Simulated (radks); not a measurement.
Results of a calculation; reference values are marked as such.
Problem. The mean radii <r> (bohr) of the occupied orbitals of an atom or ion are listed with their occupations. Level of theory: scalar-relativistic Kohn-Sham, LDA (Slater exchange, Perdew-Wang correlation), spin-polarised, spherical densities, finite nucleus; Fermi nuclear charge, rms radius of each element as measured or else 0.836 A^(1/3) + 0.57 fm (a radial shooting solver on a logarithmic mesh with Libxc functionals).

orbital  occ.      <r>
1s down     1  0.02152
1s up       1  0.02152
2s up       1  0.09157
2s down     1  0.09157
2p up       3  0.08092
2p down     3  0.08091
3s up       1   0.2398
3s down     1   0.2396
3p up       3   0.2384
3p down     3   0.2382
3d up       5   0.2168
3d down     5   0.2165
4s up       1   0.5404
4s down     1   0.5406
4p up       3   0.5716
4p down     3   0.5721
4d up       5   0.6181
4d down     5   0.6197
5s up       1    1.261
5s down     1    1.279
5p up       3    1.437
5p down     3    1.463
4f up       7   0.7723

Name the element and its charge. Open shells, if any, are filled with parallel spins first.

Solution. Z = 65, terbium, charge +4: Tb4+ in [Xe] 4f7. The 1s radius gives Z: for a bare nucleus <r> = (2 gamma + 1)/(2Z) with gamma = sqrt(1 - (Z/c)^2), 0.02124 bohr for Z = 65, and screening makes it slightly larger (0.02152 here). The occupations add up to 61, and the charge is Z minus that.
